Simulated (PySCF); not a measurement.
Bonds (- single, = double, # triple, : aromatic): C1-O2, O2-Si3, Si3-O4, O4-Si5, Si5-C6, C6-F7. C1 carries H8, H9, H10; Si3 carries H11, H12; Si5 carries H13, H14; C6 carries H15, H16.

A single conformation, equivalent nuclei averaged, no solvent, non-relativistic Hamiltonian. GFN2-xTB structure; shieldings: GIAO PBE0/pcSseg-1; PySCF 2.14.

Problem. List the cross peaks expected in HSQC, COSY and HMBC spectra.

Solution. 

HSQC (one-bond C–H):
```csv
δH,δC
5.01 (H15/H16),78.1 (C6)
3.89 (H8/H9/H10),50.7 (C1)
```

COSY cross peaks (H two or three bonds apart, from the bond graph; peaks can be absent where the dihedral angle is near 90°):
```csv
δH,δH
5.19 (H13/H14),5.01 (H15/H16)
```

HMBC (two and three bonds, from the bond graph):
```csv
δH,δC
5.19 (H13/H14),78.1 (C6)
4.88 (H11/H12),50.7 (C1)
```

References, each an isolated molecule treated in the same way: $^{1}$H (31.72 ppm) and $^{13}$C (186.93 ppm) vs TMS.

Shifts are as computed. Against solution values, carbons near 30 ppm lie about +3 ppm off and those near 130 ppm about +5 ppm. Of 1309 compounds with measured shifts, 239 miss one by over three times the rms of a fit or turn the order of signals round; such compounds aren't used in these exercises.
